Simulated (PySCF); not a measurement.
# Run times: copper in aug-cc-pVDZ-DK

Measured wall times of calculations with PySCF 2.14 in aug-cc-pVDZ-DK, with scalar relativity by spin-free X2C-1e, run from one Python driver. Hardware: 1 thread of Neoverse-N1 on a shared host, 1.3 GiB allowed. The two-electron integrals over 59 functions were computed once and kept in memory (1.4 CPU seconds with the set-up); the times below exclude them. Kohn-Sham runs start from converged Hartree-Fock orbitals.

Launch command (the driver calls PySCF for each step listed in the task file):

```bash
OMP_NUM_THREADS=1 python atomrun2.py TASK.json OUT
```

| species | step | iterations | wall time (s) |
| --- | --- | --- | --- |
| Cu²⁺ [Ar] 3d9 | UHF | 7 | 0.55 |
| Cu²⁺ [Ar] 3d9 | M06-2X | 6 | 3.8 |
| Cu²⁺ [Ar] 3d9 | MP2 (9 electrons) |  | 0.16 |
| Cu³⁺ [Ar] 3d8 | UHF | 6 | 0.42 |
| Cu³⁺ [Ar] 3d8 | TPSS | 5 | 3.3 |
| Cu³⁺ [Ar] 3d8 | M06-2X | 5 | 3.2 |
| Cu³⁺ [Ar] 3d8 | MP2 (8 electrons) |  | 0.15 |

Problem. Roughly how long does TPSS take for Cu²⁺ [Ar] 3d9 here?

Solution. About 3.9 s.

Peak memory of the process: 0.25 GiB. Times on a shared host vary from run to run.
